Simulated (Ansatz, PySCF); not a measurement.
Gas-phase reaction R1 + R2 → P1 + P2, each structure at its B3LYP-D3(BJ)/def2-TZVP stationary point, reached from a drawn start (curvature not checked).
P1: Cl atom, charge 0, multiplicity 2.
R1: F atom, charge 0, multiplicity 2.
R2: HCl (SMILES Cl), charge 0, multiplicity 1.
P2: HF (SMILES F), charge 0, multiplicity 1.

```tsv
level	reaction energy (kcal/mol)	minus CCSD(T)/CBS(aug-cc-pV(T+d)Z, aug-cc-pV(Q+d)Z)
HF/aug-cc-pV(D+d)Z	-19.06	15.40
HF/aug-cc-pV(T+d)Z	-19.68	14.78
HF/aug-cc-pV(Q+d)Z	-19.71	14.75
SVWN5/def2-TZVPPD	-41.53	-7.06
revPBE/def2-TZVPPD	-33.91	0.55
r2SCAN/def2-TZVPPD	-31.86	2.60
B97M-V/def2-TZVPPD	-29.58	4.88
B3LYP/def2-TZVPPD	-33.97	0.49
M06-2X/def2-TZVPPD	-33.53	0.93
CAM-B3LYP/def2-TZVPPD	-34.81	-0.35
B2PLYP/def2-TZVPPD	-34.15	0.31
MP2/aug-cc-pV(D+d)Z	-36.82	-2.36
MP2/aug-cc-pV(T+d)Z	-37.73	-3.27
MP2/aug-cc-pV(Q+d)Z	-38.14	-3.68
SCS-MP2/aug-cc-pV(Q+d)Z	-36.05	-1.59
CCSD/aug-cc-pV(D+d)Z	-32.56	1.90
CCSD/aug-cc-pV(T+d)Z	-33.32	1.14
CCSD(T)/aug-cc-pV(D+d)Z	-32.61	1.85
CCSD(T)/aug-cc-pV(Q+d)Z	-34.20	0.26
CCSD(T)/CBS(aug-cc-pV(T+d)Z, aug-cc-pV(Q+d)Z)	-34.46	0.00
```

 The comparison column counts from a level with limits of its own.

P less R. No zero-point or thermal terms; singlets are restricted closed shells; open shells are unrestricted; no spin–orbit coupling.

Correlated levels freeze the cores. CBS: X⁻³ extrapolation of the correlation energy, Hartree–Fock from the larger set.

The values were computed with Ansatz (Gaussian basis) for Hartree–Fock, density functionals and correlated methods; PySCF for M06-2X. Each number belongs to the level named beside it.

Ansatz is a first-principles code.
